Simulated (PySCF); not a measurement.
## Dipole moment and polarisability of `FC(F)(F)[C@@H]1CC[C@@H]1Cl`

C5H6ClF3.
Cartesian coordinates in Å at the GFN2-xTB level; atoms count from 1:
```
atom  x, y, z in Å
F1     2.229   -0.531   -1.320
C2     1.554    0.336   -0.538
F3     2.478    0.981    0.183
F4     1.002    1.226   -1.368
C5     0.549   -0.411    0.319
C6    -0.604   -0.998   -0.519
C7    -1.533    0.115   -0.004
C8    -0.486    0.455    1.064
Cl9   -0.108    2.174    1.302
H10    1.122   -1.104    0.938
H11   -0.893   -1.990   -0.185
H12   -0.431   -1.015   -1.592
H13   -2.503   -0.194    0.374
H14   -1.662    0.918   -0.724
H15   -0.719    0.046    2.046
```

Level: wB97X-D/def2-SVPD (PySCF), static field, nuclei fixed, core orbitals frozen in the response. The polarisability tensor in these axes (au):

```
x   71.36  1.49 -0.79
y    1.49 76.00  7.21
z   -0.79  7.21 66.45
```

**Question.** Give the principal values, the mean and the anisotropy Δα = √{½[(α1 − α2)² + (α2 − α3)² + (α1 − α3)²]}.

**Answer.** Principal values 62.36, 71.48 and 79.98 au; mean 71.27 au = 10.56 Å³ = 11.75 × 10⁻⁴⁰ C²·m²/J; Δα = 15.27 au (21 % of the mean).

**Question.** What is the dipole moment, and where does it point?

**Answer.** (-2.29, -2.83, 0.69) D, 3.70 D in size, pointing from the negative to the positive side. Measured along this direction, the outermost atoms are F3 at the negative end and H11 at the positive end.

**Question.** Orientational against electronic polarisability at 400 K (dilute gas, rigid molecules)?

**Answer.** In Gaussian units μ²/3kT = 82.85 Å³ against 10.56 Å³, a ratio of 7.84; the Debye molar polarisation (4π/3)N_A(α + μ²/3kT) is 235.6 cm³/mol, leaving out the vibrational part.

**Question.** What would n − 1 = 2πNα be for an ideal gas of these molecules at 298.15 K and 1 atm, electronic part alone?

**Answer.** N = p/kT = 2.4615 × 10¹⁹ cm⁻³, so n − 1 = 2π × N × 10.56 × 10⁻²⁴ cm³ = 1633 × 10⁻⁶ at long wavelengths, for an ideal gas.

**Question.** Find the Langevin capture rate constant for NH4+ (18.034 u) meeting this molecule (158.011 u), k = 2.342 × 10⁻⁹ cm³/s × √(α in Å³ / reduced mass in u).

**Answer.** The reduced mass is 16.19 u, so k = 1.89 × 10⁻⁹ cm³/s. The formula leaves out the permanent dipole, which adds to the capture rate.

**Question.** Form Σ f/ω² (atomic units) for the 8 lowest TDDFT singlets, given as eV and f, and set it beside the mean polarisability, which is this sum over all singlets: 7.39, 0.0045; 7.46, 0.0024; 8.31, 0.0133; 8.43, 0.0341; 9.07, 0.0350; 9.15, 0.0260; 9.23, 0.0243; 9.36, 0.0201.

**Answer.** They add up to 1.52 au, 2.1 % of the 71.27 au; the largest single term is 0.36 au, from the state at 8.43 eV. Terms in order: 0.06, 0.03, 0.14, 0.36, 0.31, 0.23, 0.21, 0.17 au. Higher excitations give the rest. The strengths listed sum to 0.160.

**Question.** Give the eigenvalues of the traceless quadrupole moment Θ = ½Σq(3rr − r²1), origin at the centre of nuclear charge.

**Answer.** -7.05, 1.55, 5.50 D·Å. The values depend on the origin, since the dipole doesn't vanish. The electronic extent ⟨r²⟩ about the same centre is 1235 bohr², a root-mean-square distance of 2.08 Å for the 80 electrons.

Geometry: GFN2-xTB, one conformer, isolated molecule.
